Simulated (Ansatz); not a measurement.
Relaxation of BClH5OSbSi (10 atoms, charge 0, multiplicity 1), to a largest force component of 0.02 eV/Å in at most 50 steps.

Computed with Ansatz 0.2.0, RHF/def2-SVP.

```xyz
10
Properties=species:S:1:pos:R:3
Cl -3.397 0.848 1.232
Si -1.470 0.871 0.540
O -0.776 -0.632 0.934
B 0.698 -0.553 0.431
Sb 1.108 -1.372 -1.616
H -1.464 1.075 -0.921
H -0.705 1.979 1.186
H -0.724 -1.426 1.523
H 2.036 0.096 -1.950
H 2.517 -2.216 -0.952
```

Problem. Where does it end, and by what steps?

Solution. The forces met the threshold. The force dipped under the threshold on the way, but the program's further checks kept it going. After 40 steps the energy has fallen by 1.766 eV; B4 moved furthest, 1.60 Å. Parted: O3–B4.

| step | energy less start (eV) | largest force component (eV/Å) | accepted |
| --- | --- | --- | --- |
| 0 | 0.0000 | 2.283 | yes |
| 2 | -0.7943 | 1.058 | yes |
| 4 | -1.3789 | 0.923 | yes |
| 6 | -1.5961 | 0.623 | yes |
| 8 | -1.6793 | 0.463 | yes |
| 10 | -1.7099 | 0.108 | yes |
| 12 | -1.7200 | 0.492 | yes |
| 14 | -1.7477 | 0.115 | yes |
| 16 | -1.7550 | 0.142 | yes |
| 18 | -1.7565 | 0.306 | no |
| 20 | -1.7595 | 0.058 | yes |
| 22 | -1.7612 | 0.062 | yes |
| 24 | -1.7621 | 0.047 | yes |
| 26 | -1.7630 | 0.044 | yes |
| 28 | -1.7640 | 0.035 | yes |
| 30 | -1.7647 | 0.083 | yes |
| 32 | -1.7644 | 0.078 | no |
| 34 | -1.7655 | 0.041 | yes |
| 36 | -1.7658 | 0.018 | yes |
| 38 | -1.7659 | 0.020 | yes |
| 40 | -1.7660 | 0.016 | yes |

```xyz
10
Properties=species:S:1:pos:R:3
Cl -3.647 0.295 1.000
Si -1.776 1.048 0.541
O -0.612 -0.049 0.929
B 1.403 -1.973 0.658
Sb 1.361 -1.580 -1.651
H -1.688 1.265 -0.905
H -1.611 2.291 1.310
H -0.487 -0.333 1.824
H 1.984 -0.011 -1.429
H 2.897 -2.284 -1.869
```

Whether the end is a true minimum wasn't checked by a vibrational analysis.

Time of the run: 67 s on 2 threads of Intel(R) Xeon(R) 6975P-C (Granite Rapids), on a shared host, peak memory 0.29 GiB.
